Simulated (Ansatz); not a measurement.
`C[SiH2]C(F)F` + `C=N` → `C[SiH2]C=N` + `FCF`  (formal exchange of groups at the Si–C bond)

Computed with Ansatz on PBE0-D4/def2-TZVP structures; ΔE is electronic, products minus reactants. CCSD(T)/CBS is the MP2 limit (def2-TZVPP, def2-QZVPP) plus CCSD(T) − MP2 in def2-TZVPP, frozen cores. This one scheme is used for every species. One conformer a species, not always the lowest.

`C[SiH2]C(F)F`:

Z-matrix (Å, degrees):
```
C
Si 1 1.865
H 1 1.093 2 111.2
H 1 1.092 2 110.7 3 -120.0
H 1 1.092 2 110.4 3 120.2
C 2 1.921 1 109.0 3 -61.3
H 2 1.487 1 111.7 3 56.5
H 2 1.484 1 112.2 3 -179.6
F 6 1.366 2 110.8 1 -175.9
F 6 1.370 2 109.9 1 -57.6
H 6 1.098 2 114.7 1 62.8
```

`C=N`:

Z-matrix (Å, degrees):
```
C
N 1 1.261
H 1 1.096 2 124.9
H 1 1.092 2 118.8 3 -180.0
H 2 1.021 1 111.0 3 -0.0
```

`C[SiH2]C=N`:

Z-matrix (Å, degrees):
```
C
Si 1 1.869
H 1 1.092 2 110.7
H 1 1.092 2 110.9 3 120.2
H 1 1.093 2 110.8 3 -119.7
C 2 1.892 1 111.1 3 179.8
H 2 1.490 1 109.9 3 59.1
H 2 1.490 1 111.5 3 -62.1
N 6 1.271 2 126.2 1 119.8
H 6 1.099 2 118.5 1 -59.6
H 9 1.024 6 110.9 2 0.7
```

`FCF`:

Z-matrix (Å, degrees):
```
C
F 1 1.351
F 1 1.351 2 108.6
H 1 1.093 2 108.8 3 118.2
H 1 1.094 2 108.8 3 -118.2
```

| level | ΔE (eV) |
| --- | --- |
| HF/def2-TZVPP | -0.22 |
| HF/def2-QZVPP | -0.23 |
| MP2/def2-QZVPP | -0.24 |
| HF/CBS(def2) | -0.23 |

**Question.** What does CCSD(T)/CBS give? (Best estimate.)

**Answer.** Ansatz gave: -0.20 eV. The listed levels differ from it by -0.02, -0.03, -0.04, -0.03 eV.

Largest T1 diagnostic among the species: 0.012.
